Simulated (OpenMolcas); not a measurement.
# As⁺: effect of the IPEA shift

```
Program             : OpenMolcas
Basis               : ANO-R3 [7s6p5d3f2g]
Scalar Hamiltonian  : X2C, finite nucleus
Active space        : 2 electrons in 9 orbitals (RAS2 4p; RAS3 4d 5s, at most 1 electron)
State averaging     : 2S+1 = 3 even, 3 roots; 2S+1 = 1 even, 6 roots; 2S+1 = 3 odd, 18 roots; 2S+1 = 1 odd, 18 roots
Spin-orbit coupling : RASSI with atomic mean-field integrals over the reference wave functions, term energies averaged over their components
```

Methods on the same reference wave functions:
A. RASSCF
B. MS-RASPT2, IPEA 0.25 Eh, imaginary shift 0.1 Eh (closed shells correlated: 3d 4s)
C. MS-RASPT2, IPEA 0.5 Eh, imaginary shift 0.1 Eh (closed shells correlated: 3d 4s)

Energies in cm⁻¹ above 4s² 4p² ³P₀, the measured ground level; measured values from NIST Handbook of Basic Atomic Spectroscopic Data.

```csv
Level,A,B,C,Measured
4s² 4p² ³P₀,0.0,0.0,0.0,0.0
4s² 4p² ³P₁,900,912,913,1063
4s² 4p² ³P₂,2285,2260,2260,2541
4s² 4p² ¹D₂,12495,10120,10020,10096
4s² 4p² ¹S₀,28389,26470,26270,22599
4s² 4p 5s ³P°₀,77962,78800,78430,78731
4s² 4p 5s ³P°₁,78391,79160,78770,79128
4s² 4p 5s ³P°₂,80316,81160,80790,81509
4s² 4p 5s ¹P°₁,82441,82680,82180,82819
4s² 4p 4d ³F°₂,102950,104810,104660,
4s² 4p 4d ³F°₃,103941,105520,105330,
4s² 4p 4d ³F°₄,105140,106770,106560,
4s² 4p 4d ¹D°₂,107146,98480,100090,
4s² 4p 4d ³P°₂ [63 %],117846,111190,112840,
4s² 4p 4d ³P°₀,119104,112780,114290,
4s² 4p 4d ³D°₂ [63 %],120450,112950,114770,
4s² 4p 4d ³D°₃,120606,112800,114750,
4s² 4p 4d ¹P°₁,139567,128990,130060,
4s² 4p 4d ¹F°₃,141895,135120,134990,
```

Deviations, from unrounded energies. A percentage is the sum of absolute deviations over the sum of measured energies, with the sign that they share, or ± where signs differ.

| Against measurement | Levels | A | B | C |
| --- | --- | --- | --- | --- |
| mean absolute deviation (cm-1) | 8 | 1500 | 620 | 780 |
| fine structure of the ground term (%) | 2 | -11.7 | -11.9 | -11.9 |
| other terms of the ground configuration (%) | 2 | +25.0 | +11.9 | ±11.5 |
| other configurations (%) | 4 | -1.0 | ±0.2 | -0.6 |

B lies closest to measurement on these levels and A furthest from it. The largest miss of B in the table is 4s² 4p² ¹S₀, by +3900 cm-1. The ranking rests on the paired levels alone, and a cruder setting can come out closer through cancelling errors.

Between B and C the level of the table that moves most is 4s² 4p 4d ³D°₃, by 2000 cm-1 (lowest in B, highest in C). Moves below CASPT2's spread within the term are not significant.

The mean deviations of B to C differ by less than CASPT2's widest spread within a term (180 cm-1), so their order carries little weight.

From A to B the spin-free energies of the other terms of 4s² 4p² shown, above ³P, scale by factors of 0.77 to 0.93.

The lowest spin-free term lies below A's lowest term by 0.552 hartree in B, 0.547 hartree in C.

CASPT2 breaks the degeneracy within a term, and the mean is taken; among the terms shown or strongly mixed into the levels shown the widest spread is 180 cm-1 (4s² 4p² ¹D, C). Over all roots computed the reference weight is 0.85 to 0.94 in B, 0.88 to 0.95 in C; the roots of lowest weight are the least certain, and an intruder state may touch them. ANO sets are built for valence states and can reach diffuse excited orbitals poorly, and with the s shell closed the s pⁿ⁺¹ terms that mix with these levels are absent. With the s shell closed, the reference lacks s² → p² mixing. Without dynamic correlation excited terms often stand tens of per cent too high (terms of higher spin than the ground term too low), and those without a measured partner can miss by more than the paired ones (holds for A). Some terms miss by over 15 % even with CASPT2, which points to a basis or an active space too small for the shells correlated (holds for B; C). Computed and measured levels are paired by configuration, term and J; levels that our copy of the source lacks, or whose pairing is in doubt (as where it misses far off the trend of its configuration), stay unpaired and out of the deviations. Where the source uses jj or jK labels, the order within each J decides. Only configurations of the active space appear. Levels that lie high or do not pair safely by name in every column are left out.

A share in square brackets marks a mixed level and gives the weight of the term that names it, the lowest over the columns. ° marks odd parity.
